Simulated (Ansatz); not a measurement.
C2H5BCl2, SMILES `BC(C)(Cl)Cl` at its PBE0-D4/def2-TZVP geometry, where that method's forces vanish. The species carries charge 0 and has multiplicity 1.

```xyz
10

B     1.3553    0.3685   -0.4290
C     0.1367   -0.4021    0.1619
C    -1.2033    0.2175    0.4000
Cl    0.2630   -0.9635   -1.6465
Cl    0.4285   -1.7576    1.2267
H     1.1538    1.4665   -0.8515
H     2.4499   -0.0766   -0.2913
H    -1.1932    0.6578    1.4006
H    -2.0068   -0.5188    0.3572
H    -1.3838    1.0082   -0.3281
```

(1) What forces (eV/Å) does PBE-D4/def2-TZVPP give on these atoms in Ansatz 0.2.0? (Estimate.)

## Answers

(1) The calculation gave: 
```
B1   0.038 -0.013 -0.073
C2  -0.010  0.194  0.171
C3  -0.013 -0.009 -0.009
Cl4  0.050 -0.087 -0.403
Cl5  0.066 -0.296  0.273
H6  -0.017  0.127 -0.037
H7   0.125 -0.038  0.016
H8  -0.012  0.092  0.197
H9  -0.180 -0.135  0.005
H10 -0.047  0.166 -0.138
```
